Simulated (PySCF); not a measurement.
F2GeH4OSi. Atoms are numbered in the order given.

```xyz
9

Si     1.4544    -0.4479     0.4120
F      1.2397     0.3004     1.8252
F      2.3271     0.5683    -0.4823
O      0.0178    -0.7312    -0.2799
Ge    -1.5329     0.1532    -0.4593
H      2.2097    -1.6924     0.6125
H     -2.4117    -0.2326     0.7382
H     -2.1220    -0.3324    -1.7881
H     -1.2285     1.6591    -0.4789
```
Charge 0, spin multiplicity 1.

Geometry: PBE0-D3(BJ)/def2-SVP. The structure was generated by enumeration, and PubChem lists no compound with its InChIKey, so it may never have been made. Other conformers were not sampled.

The numbers are results of PBE/pcSseg-1 in PySCF, not measurements.

GIAO shieldings, no solvent; atoms listed in one row are averaged. δ = σ(ref) − σ: ²⁹Si against TMS (σ = 335.4 ppm); ¹⁹F against CFCl3 (σ = 133.6 ppm); ¹⁷O against H2O (σ = 334.3 ppm); ⁷³Ge against GeH4 (σ = 1614.4 ppm); ¹H against TMS (σ = 31.49 ppm), references at their B3LYP-D3(BJ)/def2-TZVP geometries, non-relativistic.

Task: Estimate the chemical shifts. (Estimate from the structure and the level; the computed values follow.)

Result: 
```csv
nucleus,atoms,count,δ (ppm)
²⁹Si,Si1,1,-61.3
¹⁹F,F3,1,-158.4
¹⁹F,F2,1,-161.0
¹⁷O,O4,1,52.4
⁷³Ge,Ge5,1,266.4
¹H,"H7, H8, H9",3,5.79
¹H,H6,1,4.95
```
